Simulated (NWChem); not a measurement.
All runs are NWChem calculations. System: F₂Mg, charge 0, spin multiplicity 1, at a geometry optimised with PBE/def2-SVP. The structure started from a generated list of species. Level: G0W0@PBE0/def2-SVPD, RI basis def2-svpd-rifit.

Input file:

```
start mol
memory heap 200 mb stack 700 mb global 1700 mb
geometry units angstroms nocenter noautoz
  Mg     0.000000     0.000000     0.000000
  F      0.000000     0.000000     1.768196
  F      0.000000     0.000000    -1.768196
  symmetry group D2h
end
basis spherical
  * library def2-svpd
end
basis "ri basis" bse spherical
  * library def2-svpd-rifit
end
dft
  xc pbe0
  iterations 100
  direct
  tolerances tight
end
task dft energy
gw
  states alpha occ 4 vir 2
end
task dft gw
```

Part of the output:

```
             Northwest Computational Chemistry Package (NWChem) 7.3.0
             --------------------------------------------------------

                                NWChem Input Module
                                -------------------

 Scaling coordinates for geometry "geometry" by  1.889725989
 (inverse scale =  0.529177249)

 Turning off AUTOSYM since
 SYMMETRY directive was detected!

                             Geometry "geometry" -> ""
                             -------------------------

 Output coordinates in angstroms (scale by  1.889725989 to convert to a.u.)

  No.       Tag          Charge          X              Y              Z
 ---- ---------------- ---------- -------------- -------------- --------------
    1 Mg                  12.0000     0.00000000     0.00000000     0.00000000
    2 F                    9.0000     0.00000000     0.00000000     1.76819600
    3 F                    9.0000     0.00000000     0.00000000    -1.76819600

 Effective nuclear repulsion energy (a.u.)      76.7640942341

            Nuclear Dipole moment (a.u.)
            ----------------------------
        X                 Y               Z
 ---------------- ---------------- ----------------
     0.0000000000     0.0000000000     0.0000000000

      Symmetry information
      --------------------

 Group name             D2h
 Group number             26
 Group order               8
 No. of unique centers     2

      Symmetry unique atoms

     1    2


 Summary of "ao basis" -> "" (spherical)
 ------------------------------------------------------------------------------
       Tag                 Description            Shells   Functions and Types
 ---------------- ------------------------------  ------  ---------------------
 *                         def2-svpd                  on all atoms

 new library libraries.bse/

 Summary of "ri basis" -> "" (spherical)
 ------------------------------------------------------------------------------
       Tag                 Description            Shells   Functions and Types
 ---------------- ------------------------------  ------  ---------------------
 *                      def2-svpd-rifit               on all atoms

                                 NWChem DFT Module
                                 -----------------

 Summary of "ao basis" -> "ao basis" (spherical)
 ------------------------------------------------------------------------------
       Tag                 Description            Shells   Functions and Types
 ---------------- ------------------------------  ------  ---------------------
 Mg                        def2-svpd                 9       21   4s4p1d
 F                         def2-svpd                 9       23   4s3p2d

 Summary of "ao basis" -> "ao basis" (spherical)
 ------------------------------------------------------------------------------
       Tag                 Description            Shells   Functions and Types
 ---------------- ------------------------------  ------  ---------------------
 Mg                        def2-svpd                 9       21   4s4p1d
 F                         def2-svpd                 9       23   4s3p2d

      Symmetry analysis of basis
      --------------------------

        ag         17
        au          2
        b1g         3
        b1u        15
        b2g         6
        b2u         9
        b3g         6
        b3u         9

            General Information
            -------------------
          SCF calculation type: DFT
          Wavefunction type:  closed shell.
          No. of atoms     :     3
          No. of electrons :    30
           Alpha electrons :    15
            Beta electrons :    15
          Charge           :     0
          Spin multiplicity:     1
          Use of symmetry is: on ; symmetry adaption is: on
          Maximum number of iterations: 100
          This is a Direct SCF calculation.
          AO basis - number of functions:    67
                     number of shells:    27
          Convergence on energy requested:  1.00D-06
          Convergence on density requested:  1.00D-05
          Convergence on gradient requested:  5.00D-04

              XC Information
              --------------
                         PBE0 Method XC Functional
                     Hartree-Fock (Exact) Exchange  0.250
          PerdewBurkeErnzerhof Exchange Functional  0.750
            Perdew 1991 LDA Correlation Functional  1.000 local
           PerdewBurkeErnz. Correlation Functional  1.000 non-local

             Grid Information
             ----------------
          Grid used for XC integration:  medium
          Radial quadrature: Mura-Knowles
          Angular quadrature: Lebedev.
          Tag              B.-S. Rad. Rad. Pts. Rad. Cut. Ang. Pts.
          ---              ---------- --------- --------- ---------
          Mg                  1.50       88          11.0       590
          F                   0.50       49          11.0       434
          Grid pruning is: on
          Number of quadrature shells:   137
          Spatial weights used:  Erf1

          Convergence Information
          -----------------------
          Convergence aids based upon iterative change in
          total energy or number of iterations.
          Levelshifting, if invoked, occurs when the
          HOMO/LUMO gap drops below (HL_TOL):  1.00D-02
          DIIS, if invoked, will attempt to extrapolate
          using up to (NFOCK): 10 stored Fock matrices.

                    Damping( 0%)  Levelshifting(0.5)       DIIS
                  --------------- ------------------- ---------------
[...]
 ---------------- ----- ----------------- --------- --------- ---------  ------
 d= 0,ls=0.0,diis     1   -399.2669570617 -4.76D+02  2.68D-02  1.13D+00     0.2

 !! scf_movecs_sym_adapt:   16 vectors were symmetry contaminated

  Symmetry fudging

 !! scf_movecs_sym_adapt:   12 vectors were symmetry contaminated

 d= 0,ls=0.0,diis     2   -399.0008563714  2.66D-01  1.54D-02  4.55D+00     0.3

 !! scf_movecs_sym_adapt:   16 vectors were symmetry contaminated

  Symmetry fudging

 !! scf_movecs_sym_adapt:    8 vectors were symmetry contaminated

 d= 0,ls=0.0,diis     3   -399.3905050358 -3.90D-01  4.43D-04  1.36D-03     0.4

 !! scf_movecs_sym_adapt:   12 vectors were symmetry contaminated

  Symmetry fudging

 !! scf_movecs_sym_adapt:    6 vectors were symmetry contaminated

 d= 0,ls=0.0,diis     4   -399.3906171410 -1.12D-04  1.13D-04  1.76D-04     0.5

 !! scf_movecs_sym_adapt:   14 vectors were symmetry contaminated

  Symmetry fudging

 !! scf_movecs_sym_adapt:    6 vectors were symmetry contaminated

 d= 0,ls=0.0,diis     5   -399.3906310557 -1.39D-05  3.69D-05  3.55D-06     0.6

 !! scf_movecs_sym_adapt:   14 vectors were symmetry contaminated

  Symmetry fudging

 !! scf_movecs_sym_adapt:   10 vectors were symmetry contaminated

 d= 0,ls=0.0,diis     6   -399.3906314442 -3.88D-07  1.89D-06  3.52D-08     0.7

         Total DFT energy =     -399.390631444153
      One electron energy =     -712.396830819672
           Coulomb energy =      273.456855361626
    Exchange-Corr. energy =      -37.214750220243
 Nuclear repulsion energy =       76.764094234136

 Numeric. integr. density =       29.999998735866

     Total iterative time =      0.6s

                  Occupations of the irreducible representations
                  ----------------------------------------------

                     irrep           alpha         beta
                     --------     --------     --------
                     ag                5.0          5.0
                     au                0.0          0.0
                     b1g               0.0          0.0
                     b1u               4.0          4.0
                     b2g               1.0          1.0
                     b2u               2.0          2.0
                     b3g               1.0          1.0
                     b3u               2.0          2.0

                       DFT Final Molecular Orbital Analysis
                       ------------------------------------

 Vector   13  Occ=2.000000D+00  E=-3.808976D-01  Symmetry=b3u
              MO Center=  3.0D-20,  1.2D-30,  7.0D-17, r^2= 3.6D+00
   Bfn.  Coefficient  Atom+Function         Bfn.  Coefficient  Atom+Function
  ----- ------------  ---------------      ----- ------------  ---------------
    26      0.448963  2 F  px                49      0.448963  3 F  px
    29     -0.305993  2 F  px                52     -0.305993  3 F  px
    32     -0.092423  2 F  px                55     -0.092423  3 F  px
     8     -0.065968  1 Mg px                 5     -0.062707  1 Mg px
    43     -0.025337  2 F  d  1              66      0.025337  3 F  d  1

 Vector   14  Occ=2.000000D+00  E=-3.774499D-01  Symmetry=b3g
              MO Center=  3.7D-31,  6.1D-16,  4.3D-17, r^2= 3.6D+00
   Bfn.  Coefficient  Atom+Function         Bfn.  Coefficient  Atom+Function
  ----- ------------  ---------------      ----- ------------  ---------------
    27      0.454880  2 F  py                50     -0.454880  3 F  py
    30     -0.313276  2 F  py                53      0.313276  3 F  py
    33     -0.078203  2 F  py                56      0.078203  3 F  py
    41      0.032668  2 F  d -1              64      0.032668  3 F  d -1
    18     -0.031092  1 Mg d -1

 Vector   15  Occ=2.000000D+00  E=-3.774499D-01  Symmetry=b2g
              MO Center= -5.0D-16,  1.2D-30, -8.7D-17, r^2= 3.6D+00
   Bfn.  Coefficient  Atom+Function         Bfn.  Coefficient  Atom+Function
  ----- ------------  ---------------      ----- ------------  ---------------
    26      0.454880  2 F  px                49     -0.454880  3 F  px
    29     -0.313276  2 F  px                52      0.313276  3 F  px
    32     -0.078203  2 F  px                55      0.078203  3 F  px
    43     -0.032668  2 F  d  1              66     -0.032668  3 F  d  1
    20      0.031092  1 Mg d  1

 Vector   16  Occ=0.000000D+00  E=-6.593248D-02  Symmetry=ag
              MO Center= -1.1D-18, -1.5D-18,  7.0D-15, r^2= 5.1D+00
   Bfn.  Coefficient  Atom+Function         Bfn.  Coefficient  Atom+Function
  ----- ------------  ---------------      ----- ------------  ---------------
     3      0.870413  1 Mg s                  4      0.747292  1 Mg s
    25     -0.289741  2 F  s                 48     -0.289741  3 F  s
     2      0.259623  1 Mg s                 31      0.134354  2 F  pz
    54     -0.134354  3 F  pz                28     -0.128160  2 F  pz
    51      0.128160  3 F  pz                24     -0.119993  2 F  s

 Vector   17  Occ=0.000000D+00  E=-6.633410D-05  Symmetry=b3u
              MO Center=  1.4D-19, -1.6D-33,  7.8D-19, r^2= 9.9D+00
   Bfn.  Coefficient  Atom+Function         Bfn.  Coefficient  Atom+Function
  ----- ------------  ---------------      ----- ------------  ---------------
    14      0.629753  1 Mg px                11      0.448760  1 Mg px
     8      0.225750  1 Mg px                26      0.123659  2 F  px
    49      0.123659  3 F  px                32     -0.119621  2 F  px
    55     -0.119621  3 F  px                 5      0.118368  1 Mg px
    29     -0.095970  2 F  px                52     -0.095970  3 F  px

 Vector   18  Occ=0.000000D+00  E=-6.633409D-05  Symmetry=b2u
              MO Center=  8.2D-32, -1.6D-18,  2.4D-17, r^2= 9.9D+00
   Bfn.  Coefficient  Atom+Function         Bfn.  Coefficient  Atom+Function
  ----- ------------  ---------------      ----- ------------  ---------------
    15      0.629753  1 Mg py                12      0.448760  1 Mg py
     9      0.225750  1 Mg py                27      0.123659  2 F  py
    50      0.123659  3 F  py                33     -0.119621  2 F  py
    56     -0.119621  3 F  py                 6      0.118368  1 Mg py
    30     -0.095970  2 F  py                53     -0.095970  3 F  py

 center of mass
 --------------
 x =   0.00000000 y =   0.00000000 z =   0.00000000

 moments of inertia (a.u.)
 ------------------
         424.234029445911           0.000000000000           0.000000000000
           0.000000000000         424.234029445911           0.000000000000
           0.000000000000           0.000000000000           0.000000000000

     Multipole analysis of the density
     ---------------------------------

     L   x y z        total         alpha         beta         nuclear
     -   - - -        -----         -----         ----         -------
     0   0 0 0     -0.000000    -15.000000    -15.000000     30.000000

     1   1 0 0     -0.000000     -0.000000     -0.000000      0.000000
     1   0 1 0     -0.000000     -0.000000     -0.000000      0.000000
     1   0 0 1      0.000000      0.000000      0.000000      0.000000

     2   2 0 0    -11.929691     -5.964845     -5.964845      0.000000
     2   1 1 0     -0.000000     -0.000000     -0.000000      0.000000
     2   1 0 1      0.000000      0.000000      0.000000      0.000000
     2   0 2 0    -11.929691     -5.964845     -5.964845      0.000000
     2   0 1 1      0.000000      0.000000      0.000000      0.000000
     2   0 0 2    -26.118054   -113.543970   -113.543970    200.969885

 Task  times  cpu:        0.7s     wall:        0.7s

                                NWChem Input Module
                                -------------------

                                 NWChem GW Module
                                 ----------------

                             ***********************
                             ***        GW       ***
                             ***********************

 Summary of "ri basis" -> "ri basis" (spherical)
 ------------------------------------------------------------------------------
       Tag                 Description            Shells   Functions and Types
 ---------------- ------------------------------  ------  ---------------------
 Mg                     def2-svpd-rifit             19       53   8s6p4d1f
 F                      def2-svpd-rifit             20       64   7s6p5d2f

                 Memory Information
                 ------------------
          Available GA per process is          1700.0 MBs
          Available stack per process is        700.0 MBs
          Available heap per process is           0.0 MBs

          Peak memory in Initialization
              Peak GA per process is                  1.8 MBs
              Peak stack per process is               0.0 MBs
              Peak heap per process is                2.0 MBs
              Memory not in MA per process            0.0 MBs

          Peak memory in AFF Calculation
              Peak GA per process is                  7.3 MBs
              Peak stack per process is               4.6 MBs
              Peak heap per process is                0.0 MBs
              Memory not in MA per process            4.6 MBs

          Computing 2-center integrals
          Computing Inverse Cholesky factor
          Computing 3-center integrals
          Computing V_xc ...

          Computing Sigma_x
          Computing RPA polarizability
          Solving quasiparticle equations

                  Alpha Orbitals
          State     Energy (eV)     Error (eV)
          -----------------------------------
@GW        12        -12.758           0.002
@GW        13        -12.758           0.002
@GW        14        -12.645           0.002
@GW        15        -12.645           0.002
@GW        16          0.153           0.004
@GW        17          1.272           0.003

   Applying  -2.3745 eV scissor-shift to rest of particle states

   Applying   1.9470 eV scissor-shift to rest of hole states

     GW Timing Statistics
   ------------------------
   Init.   :          0.0s
     ERIs  :          0.1s
     Distr.:          0.0s
     Vxc   :          0.1s
   Sigma_x :          0.0s
   RPA     :          0.1s
   Wmn     :          0.0s
   Sigma_c :          0.0s
   GW total:          0.3s

 Task  times  cpu:        0.3s     wall:        0.3s

 Total times  cpu:        1.0s     wall:        1.0s
```
